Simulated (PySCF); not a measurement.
Compound: ZnPh2, C12H10Zn (singlet state).
Structure used (PBE0-D3(BJ)/def2-SVP), in Å, numbered top down from 1:
```xyz
23
C12H10Zn angstrom
Zn     0.001   -0.021   -0.001
C      0.014   -0.034    1.936
C     -0.056   -1.233    2.667
C     -0.052   -1.240    4.062
C      0.024   -0.039    4.765
C      0.095    1.165    4.066
C      0.088    1.162    2.671
H     -0.115   -2.194    2.146
H     -0.108   -2.188    4.603
H      0.028   -0.041    5.858
H      0.154    2.111    4.611
H      0.144    2.126    2.153
C     -0.016    0.008   -1.939
C     -1.217   -0.104   -2.661
C     -1.235   -0.080   -4.056
C     -0.044    0.059   -4.767
C      1.161    0.173   -4.075
C      1.170    0.146   -2.681
H     -2.170   -0.214   -2.134
H     -2.185   -0.169   -4.592
H     -0.055    0.079   -5.860
H      2.099    0.282   -4.626
H      2.134    0.237   -2.169
```

Theory: PBE0-D3(BJ)/def2-SVP geometry optimisation, gas phase (PySCF).

(1) Which atoms are bound to Zn1, and at what distances?

(2) What is the shape at Zn1?

(3) What are the other bond lengths?

(4) Give some angles away from the centre.

## Answers

(1) 2 atoms: C13 1.938 Å, C2 1.938 Å. The nearest atom not counted as bound is C7, at 2.92 Å (others tie with it).

(2) Linear: angle 179.5°.

(3) C2–C3 and 3 like bonds 1.406 Å; C3–C4 and 3 like bonds 1.395 Å; C4–C5 and 3 like bonds 1.394 Å. (A selection.)

(4) Zn1–C2–C3 121.7°, C3–C2–C7 117.2°, C2–C3–C4 121.6°, C3–C4–C5 120.0°, C4–C5–C6 119.6°.

Point group: near D2d, missed by 0.39 Å at most; the miss may be what the optimiser left on a soft mode (D2 holds within 0.08 Å). Charge 0, singlet. No frequency check.

Hardware: 2 threads of an Intel Xeon Platinum 8259CL at 2.50 GHz, no GPU, shared host. Cost: 5.9 min wall, 13 min CPU, 1.9 GiB resident at most. These figures are those of the optimisation.
